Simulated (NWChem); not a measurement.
Species: SiH$_{3}$Cl; SMILES Cl[SiH3]

```xyz
5

Si     0.0000     0.0000    -0.9600
Cl     0.0000     0.0000     1.1078
H     -0.7872    -1.1686    -1.4420
H      1.4056    -0.0975    -1.4420
H     -0.6184     1.2661    -1.4420
```
Atoms are numbered in this order, from 1.

Program: NWChem. Geometry optimised at PBE0/def2-SVP; all other runs use it.  Vzz has the sign of the potential's second derivative.

```
quantity                                                                          level   value
-------------------------------------------------  ------------------------------------  ------
dipole (D)                                         LDA (Slater exchange, VWN5)/def2-SVP    1.24
anisotropy (bohr³) at 400 nm                                           PBE0/aug-cc-pVDZ    12.2
Vzz Cl2 (a.u.)                                                       CAM-B3LYP/def2-SVP   2.182
solvation free energy (kcal/mol) in ethyl acetate                     PBE/def2-SVP, SMD    -1.6
first 1s excitation (eV), Cl K edge, unshifted                       PBE/def2-TZVP, TDA  2738.1
highest harmonic frequency (cm⁻¹)                                         PBE0/def2-SVP    2265
```
